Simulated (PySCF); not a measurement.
A structure optimised at PBE-D3(BJ)/def2-TZVPD, used in a PySCF frequency run:

```xyz
3

Te     0.0000     0.0000     0.0439
H      0.0000    -1.1788    -1.1407
H      0.0000     1.1788    -1.1407
```

Task: Write its SMILES, formula and point group.

Result: [TeH2], H2Te, C2v

Task: What are its rotational constants (standard atomic weights)?

Result: 181.48, 180.41, 90.473 GHz
